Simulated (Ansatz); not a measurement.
The cluster Al3Ru2⁻, relaxed as a singlet with RKS PBE-D4/def2-SVPD in Ansatz, starting from the GFN1-xTB geometry. Force threshold 0.02 eV/Å.

In the def2 sets Ru takes a core potential; there is no spin–orbit coupling. The highest occupied level of the charge -1 singlet lies above zero (up to 0.20 eV). The electron is either unbound and held by the finite basis, or the level is raised by self-interaction error. The structure comes from a short search, and lower isomers may exist.

Start:

```xyz
5

Ru    0.850   -1.788    0.592
Ru    1.424    0.370    0.567
Al   -1.054   -0.418    1.627
Al    0.361    1.273   -2.027
Al   -1.581    0.562   -0.758
```

```
step  energy (eV)  largest force component (eV/Å)  SCF passes
   1  -24939.0056                           1.968          76
   2  -24939.8829                           1.689          48
   3  -24940.4903                           0.746          64
   4  -24941.1881                           1.001          86
   5  -24941.6381                           0.625          65
   6  -24941.9247                           0.667          68
   7  -24942.1223                           0.310          44
   8  -24942.2099                           0.175          47
   9  -24942.2406                           0.200          45
  10  -24942.2531                           0.077          39
  11  -24942.2556                           0.031          30
  12  -24942.2929                           0.240          37
  13  -24942.3657                           0.446          64
  14  -24942.4610                           0.798          55
  15  -24942.5498                           0.793          53
  16  -24942.7031                           0.934          54
  17  -24943.0300                           1.016          47
  18  -24943.0382                           0.848          33
  19  -24943.1906                           0.168          32
  20  -24943.1944                           0.043          25
  21  -24943.1951                           0.005          25
```

Force components are those of the run's own axes.

End:

```xyz
5

Ru   -0.098   -1.360   -0.484
Ru    0.098    1.361    0.484
Al    0.251   -0.634    1.733
Al    1.469    0.288   -1.107
Al   -1.720    0.347   -0.625
```

Bonds lost: Al3–Al5, Al4–Al5 (atoms count from 1). Bonds formed: Ru1–Al4, Ru1–Al5 (atoms count from 1). Metal–metal contacts that move far: Ru2–Al5 3.29 to 2.36 Å. The end is the same structure that another start reached, the lowest one found.

No frequencies were taken in this run, so the end may be a saddle point.

It took 50 s on 4 threads of Arm Neoverse V1 on a shared host.
